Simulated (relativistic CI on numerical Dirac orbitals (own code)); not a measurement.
# Zeeman pattern of Fe II 2607.09 Å at 0.5 T

Problem. The line 3d6.4s 6D_5/2 – 3d6.4p 6D°_3/2 of Fe II lies at 2607.09 Å (air; NIST Handbook). Calculate its Zeeman pattern at B = 0.5 T, seen across the field, in LS coupling, and compare it with the Doppler width at an assumed gas temperature of 600 K.

Working.
1. Landé factors g = 3/2 + [S(S + 1) − L(L + 1)]/[2J(J + 1)]: lower 1.6571, upper 1.8667.
2. The unit is μB B/hc = 0.46686 × 0.5 = 0.2334 cm⁻¹, or 15.9 mÅ at this wavelength. A component is shifted by g_u m_u − g_l m_l units. Seen across the field, the strengths for lower J and m are J² − m² (π) and ¼(J − m)(J − m − 1) (σ).
3. π components (Δm = 0), symmetric about zero, as shift (strength, strongest of all = 100): ±0.105 (100), ±0.314 (67).
4. σ components with Δm = +1, mirrored for −1: 1.343 (83), 1.552 (50), 1.762 (25), 1.971 (8).
5. The centre of the σ group lies at ḡ = 1.500 units, 23.8 mÅ from the line centre.
6. The Doppler width is 7.16 × 10⁻⁷ λ √(T/M) = 6.1 mÅ (FWHM, M = 56), so the sum of Gaussians shows separate peaks away from the centre.

Check. A relativistic CI calculation gives g = 1.6581 and 1.8671 for the two levels. The nearest fine-structure partner lies 96 cm⁻¹ away, 412 Zeeman units, so the weak-field formulas hold; hyperfine structure, which matters at weak fields for isotopes with nuclear spin, is neglected.
